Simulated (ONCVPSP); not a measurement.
## Be (Z = 4), ONCV: configuration errors across variants

Be (Z = 4), optimised norm-conserving Vanderbilt (ONCV), made with ONCVPSP 4.0.1 (PBE, scalar-relativistic). Core none, reference 1s2 2s1.75 2p0.25. Waves: 1s+2s: rc 0.90 bohr, ncon 4, nbas 7, qcut 15.2 1/bohr, 2 projectors; 2p: rc 3.75 bohr, ncon 3, nbas 6, qcut 4.3 1/bohr, 2 projectors, debl 1.3 Ha; d scattering state at 0.18 Ha: rc 3.50 bohr, ncon 5, nbas 8, qcut 2.5 1/bohr, 2 projectors, debl 1.3 Ha. Local part: polynomial inside 0.75 bohr (lpopt 5, dvloc0 3 Ha). Core correction: none.

All-electron excitation energies from the reference (eV): (1) 1s2 2s2 2p0 -0.899; (2) 1s2 2s1 2p0 8.651; (3) 1s2 2s0 2p0 26.599; (4) 1s2 2s0 2p2 6.352.

1 further variants failed, have other tests or too few solved ones, and are left out.

A true bound ghost makes a file unfit for plane-wave use even where its test errors are small: the radial tests pick states by their node count and pass the ghost by.

Errors AE − PS in meV (a dash: test not solved or not reliable):

| change | (1) | (2) | (3) | (4) | bound ghosts | GHOST(+) flags above zero |
| --- | --- | --- | --- | --- | --- | --- |
| base | -1.1 | +14 | +41 | -61 | none | d |
| d: qcut 3.1 | -1.1 | +14 | +41 | -61 | d | none |
| local potential polynomial inside 0.85 bohr (lpopt 5, dvloc0 4 Ha) | -1.1 | +14 | +41 | -61 | d | none |
| d: rc 5.18 | -1.1 | +14 | +41 | -61 | none | d |

Question: Give the same row for: p: qcut 5.8.

Answer: -1.0, +12, +36, -54; bound ghosts: none; GHOST(+) flags above zero: d.
